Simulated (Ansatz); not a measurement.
Born–Oppenheimer molecular dynamics of C₂H₈OSSi (13 atoms, charge 0, multiplicity 1). It starts from a relaxed structure.

The calculation used Ansatz, RKS PBE0-D4/STO-3G.

```
ensemble                      : NVE (velocity Verlet)
time step                     : 0.5 fs
steps asked                   : 299
starting velocities drawn for : 400 K
seed                          : 418506
```

First frame:

```xyz
13
Properties=species:S:1:pos:R:3
C -1.183 0.418 0.834
C 0.114 0.351 -0.035
O -0.036 1.146 -1.249
Si 0.431 -1.430 -0.633
S 1.479 0.983 1.040
H -2.052 0.084 0.253
H -1.094 -0.218 1.724
H -1.370 1.448 1.169
H -0.261 2.072 -0.879
H -0.662 -1.877 -1.463
H 0.543 -2.298 0.513
H 1.662 -1.469 -1.384
H 2.450 0.754 0.122
```

Q: How far do the bonds stretch over the last three quarters of this one trajectory? (Pairs bonded in most of those frames.)

A: 
```tsv
bond	mean (Å)	spread (Å)	shortest	longest
C1–C2	1.570	0.028	1.52	1.62
C1–H6	1.100	0.021	1.06	1.14
C1–H7	1.099	0.023	1.06	1.14
C1–H8	1.101	0.025	1.06	1.14
C2–O3	1.465	0.015	1.43	1.50
C2–Si4	1.905	0.022	1.85	1.94
C2–S5	1.851	0.036	1.78	1.92
O3–H9	1.024	0.012	1.00	1.04
Si4–H10	1.444	0.015	1.42	1.47
Si4–H11	1.443	0.015	1.42	1.47
Si4–H12	1.444	0.017	1.42	1.47
S5–H13	1.357	0.006	1.35	1.37
```

Mean temperature of the second half: 206 K. The conserved energy stayed within 0.2 meV per atom of its start (net change 0.088 meV per atom), so the integration is sound. Over the second half the temperature averaged 0.52 of the 400 K drawn at the start: a run that starts near a minimum puts about half its kinetic energy into the potential. A run of 0.15 ps of so small a system gives no equilibrium averages. Limits of this set-up: minimal basis.

The run took 12 min on 1 thread of Arm Neoverse V1, on a shared host, peak memory 0.098 GiB.
